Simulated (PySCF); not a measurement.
BEt2(NCO), C₅H₁₀BNO.
Bonds: B1–C2, B1–C9, B1–N16, C2–C3, C9–C10, N16–C17, C17–O18. Hydrogens: H4, H5 on C2; H6, H7, H8 on C3; H11, H12 on C9; H13, H14, H15 on C10.

Theory: PBE0-D3(BJ)/def2-SVP geometry optimisation, gas phase (PySCF 2.14.0).

Question: What internal coordinates does the optimisation give?

Answer: 
| bond | length (pm) |
| --- | --- |
| B1–C2, B1–C9 | 157.6 |
| B1–N16 | 142.7 |
| C2–C3, C9–C10 | 153.5 |
| C2–H4 and 3 like bonds | 110.3 |
| C3–H6 and 5 like bonds | 110.2 |
| N16–C17 | 119.5 |
| C17–O18 | 116.9 |

Bonds in one row agree within 1 pm and their mean is given. A selection of angles:
| angle | degrees |
| --- | --- |
| C2–B1–C9 | 122.3 |
| C2–B1–N16 | 118.5 |
| C9–B1–N16 | 119.2 |
| B1–C2–C3 | 109.4 |
| B1–C2–H4 | 110.5 |
| C3–C2–H4 | 109.4 |
| H4–C2–H5 | 107.5 |
| C2–C3–H6 | 111.6 |
| H6–C3–H7 | 107.2 |
| B1–C9–H11 | 109.6 |
| B1–N16–C17 | 177.0 |
| N16–C17–O18 | 179.5 |

Dihedral angles: C9–B1–C2–C3 96° (anticlinal); C2–B1–C9–C10 86° (synclinal). The mirror-image conformer, all signs reversed, is as good.

B1 (boron bonded to 2 C and N) is planar (angles 122.3°, 119.2° and 118.5°, sum 360.0°, 0.00 Å off the plane of its three neighbours).

Point group: near C2, missed by 0.33 Å at most; the miss may be what the optimiser left on a soft mode. Stationary, but not proved a minimum. One conformer, not necessarily the lowest.

The run took 2.2 min wall on one thread of an Arm Neoverse V1, no GPU, shared host, and the process peaked at 0.68 GiB of memory. That covers the optimisation of the geometry.
